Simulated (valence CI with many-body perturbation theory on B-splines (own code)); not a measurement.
Results of a calculation; reference values are marked as such.
# Energy levels of Nd²⁸⁺

Method: configuration interaction combined with many-body perturbation theory (CI+MBPT): four valence electrons over a frozen Dirac-Fock core [Ar] 3d10, radial functions for each j: 11 s, 11 p, 10 d, 8 f, 5 g, 2 h, with the one-electron correlation potential Σ1 (screened to all orders), the two-electron term Σ2, the three-electron term Σ3, Breit, model QED; selected single and double excitations, second order for the rest, scaled by the run's own slope (own B-spline code, finite nucleus).

The last digits are not significant, and no measured levels were compared; by estimate large intervals hold to a few tenths of a per cent, small ones and those within an open d or f shell to about a per cent. Among the levels kept, up to 340 cm⁻¹ of a level comes from second order outside the variational space, and about a tenth of that is noise between levels of different J, which matters for small intervals.

Levels 1 to 45 of 181, with energies above the lowest level, (4s^2 4p1/2^2) J=0. "Leading %" is the weight of the configuration and term that name the level; weights of strongly mixed levels are sums over their largest components and can fall short. In the jj column 3d3/2^4 stands for four electrons in 3d with j = 3/2.

| No. | Configuration | Term | J | E (cm⁻¹) | Leading % | Second component | Leading jj |
| --- | --- | --- | --- | --- | --- | --- | --- |
| 1 | 4s2.4p2 | 3P | 0 | 0 | 74 | 25 % 4s2.4p2 1S | 4s^2 4p1/2^2 (98 %) |
| 2 | 4s2.4p2 | 3P | 1 | 219770 | 99 |  | 4s^2 4p1/2 4p3/2 (99 %) |
| 3 | 4s2.4p2 | 1D | 2 | 244210 | 58 | 40 % 4s2.4p2 3P | 4s^2 4p1/2 4p3/2 (98 %) |
| 4 | 4s2.4p2 | 3P | 2 | 482460 | 58 | 40 % 4s2.4p2 1D | 4s^2 4p3/2^2 (98 %) |
| 5 | 4s2.4p2 | 1S | 0 | 537930 | 73 | 25 % 4s2.4p2 3P | 4s^2 4p3/2^2 (97 %) |
| 6 | 4s.4p3 | 5S° | 2 | 721750 | 47 | 36 % 4s.4p3 3P° | 4s 4p1/2^2 4p3/2 (90 %) |
| 7 | 4s.4p3 | 3D° | 1 | 807300 | 47 | 22 % 4s.4p3 3P° | 4s 4p1/2^2 4p3/2 (86 %) |
| 8 | 4s.4p3 | 3D° | 2 | 926310 | 50 | 37 % 4s.4p3 5S° | 4s 4p1/2 4p3/2^2 (89 %) |
| 9 | 4s.4p3 | 3D° | 3 | 973150 | 93 | 6 % 4s2.4p.4d 3D° | 4s 4p1/2 4p3/2^2 (93 %) |
| 10 | 4s.4p3 | 3P° | 0 | 1023400 | 96 |  | 4s 4p1/2 4p3/2^2 (96 %) |
| 11 | 4s.4p3 | 1D° | 2 | 1030800 | 35 | 23 % 4s2.4p.4d 3F° | 4s 4p1/2 4p3/2^2 (50 %) |
| 12 | 4s.4p3 | 3P° | 1 | 1046200 | 46 | 25 % 4s.4p3 3D° | 4s 4p1/2 4p3/2^2 (86 %) |
| 13 | 4s.4p3 | 3S° | 1 | 1088600 | 37 | 31 % 4s.4p3 1P° | 4s 4p1/2 4p3/2^2 (85 %) |
| 14 | 4s2.4p.4d | 3F° | 2 | 1106800 | 59 | 20 % 4s.4p3 1D° | 4s^2 4p1/2 4d3/2 (55 %) |
| 15 | 4s2.4p.4d | 3F° | 3 | 1177200 | 72 | 12 % 4s2.4p.4d 1F° | 4s^2 4p1/2 4d5/2 (86 %) |
| 16 | 4s2.4p.4d | 3D° | 1 | 1186000 | 46 | 22 % 4s2.4p.4d 1P° | 4s^2 4p1/2 4d3/2 (88 %) |
| 17 | 4s2.4p.4d | 3P° | 2 | 1194200 | 39 | 28 % 4s2.4p.4d 3D° | 4s^2 4p1/2 4d5/2 (87 %) |
| 18 | 4s.4p3 | 3P° | 2 | 1244800 | 37 | 26 % 4s.4p3 1D° | 4s 4p3/2^3 (74 %) |
| 19 | 4s.4p3 | 1P° | 1 | 1330700 | 36 | 27 % 4s.4p3 3S° | 4s 4p3/2^3 (62 %) |
| 20 | 4s2.4p.4d | 3F° | 4 | 1372700 | 99 |  | 4s^2 4p3/2 4d5/2 (99 %) |
| 21 | 4s2.4p.4d | 3D° | 2 | 1379200 | 43 | 36 % 4s2.4p.4d 1D° | 4s^2 4p3/2 4d3/2 (81 %) |
| 22 | 4s2.4p.4d | 3P° | 0 | 1391800 | 95 |  | 4s^2 4p3/2 4d3/2 (95 %) |
| 23 | 4s2.4p.4d | 3D° | 3 | 1397700 | 48 | 25 % 4s2.4p.4d 3F° | 4s^2 4p3/2 4d3/2 (72 %) |
| 24 | 4s2.4p.4d | 3P° | 1 | 1416500 | 58 | 17 % 4s2.4p.4d 3D° | 4s^2 4p3/2 4d3/2 (63 %) |
| 25 | 4s2.4p.4d | 3P° | 2 | 1446600 | 42 | 22 % 4s2.4p.4d 3D° | 4s^2 4p3/2 4d5/2 (73 %) |
| 26 | 4s2.4p.4d | 1F° | 3 | 1491300 | 63 | 33 % 4s2.4p.4d 3D° | 4s^2 4p3/2 4d5/2 (79 %) |
| 27 | 4s2.4p.4d | 1P° | 1 | 1517600 | 69 | 13 % 4s2.4p.4d 3D° | 4s^2 4p3/2 4d5/2 (81 %) |
| 28 | 4p4 | 3P | 2 | 1550600 | 45 | 19 % 4p4 1D | 4p1/2^2 4p3/2^2 (64 %) |
| 29 | 4s.4p2.4d | 5F | 1 | 1573600 | 59 | 24 % 4s.4p2.4d 3D | 4s 4p1/2^2 4d3/2 (88 %) |
| 30 | 4s.4p2.4d | 5F | 2 | 1601900 | 39 | 17 % 4s.4p2.4d 5D | 4s 4p1/2^2 4d3/2 (49 %) |
| 31 | 4p4 | 1S | 0 | 1628100 | 48 | 38 % 4p4 3P | 4p1/2^2 4p3/2^2 (85 %) |
| 32 | 4s.4p2.4d | 5D | 3 | 1651600 | 31 | 28 % 4s.4p2.4d 5F | 4s 4p1/2^2 4d5/2 (81 %) |
| 33 | 4s.4p2.4d | 3F | 2 | 1732800 | 48 | 16 % 4s.4p2.4d 1D | 4s 4p1/2^2 4d5/2 (58 %) |
| 34 | 4s.4p2.4d | 5D | 1 | 1753200 | 42 | 18 % 4s.4p2.4d 3P | 4s 4p1/2 4p3/2 4d3/2 (78 %) |
| 35 | 4s.4p2.4d | 5D | 0 | 1759900 | 89 | 10 % 4s.4p2.4d 3P | 4s 4p1/2 4p3/2 4d3/2 (95 %) |
| 36 | 4s.4p2.4d | 5F | 2 | 1763600 | 38 | 20 % 4s.4p2.4d 5D | 4s 4p1/2 4p3/2 4d3/2 (82 %) |
| 37 | 4s.4p2.4d | 5F | 3 | 1774400 | 48 | 29 % 4s.4p2.4d 3F | 4s 4p1/2 4p3/2 4d3/2 (84 %) |
| 38 | 4p4 | 3P | 1 | 1795400 | 53 | 28 % 4s.4p2.4d 5D | 4p1/2 4p3/2^3 (53 %) |
| 39 | 4s.4p2.4d | 5F | 4 | 1796200 | 72 | 12 % 4s.4p2.4d 3G | 4s 4p1/2 4p3/2 4d5/2 (67 %) |
| 40 | 4p4 | 1D | 2 | 1798600 | 37 | 24 % 4p4 3P | 4p1/2 4p3/2^3 (61 %) |
| 41 | 4s.4p2.4d | 5D | 4 | 1811700 | 46 | 40 % 4s.4p2.4d 3F | 4s 4p1/2 4p3/2 4d5/2 (51 %) |
| 42 | 4s.4p2.4d | 3F | 2 | 1846800 | 53 | 23 % 4s.4p2.4d 5D | 4s 4p1/2 4p3/2 4d5/2 (51 %) |
| 43 | 4s.4p2.4d | 5F | 5 | 1850800 | 60 | 39 % 4s.4p2.4d 3G | 4s 4p1/2 4p3/2 4d5/2 (91 %) |
| 44 | 4s.4p2.4d | 5P | 3 | 1854400 | 50 | 26 % 4s.4p2.4d 3F | 4s 4p1/2 4p3/2 4d5/2 (54 %) |
| 45 | 4s.4p2.4d | 5P | 2 | 1879000 | 50 | 18 % 4s.4p2.4d 3D | 4s 4p1/2 4p3/2 4d3/2 (77 %) |

The ionisation energy to 4s2.4p 2P°_1/2 of the next ion comes out as 1050.1 eV (NIST: 1049 ± 4 eV (theoretical)). All 181 levels together are meant to be complete up to 2878200 cm⁻¹.
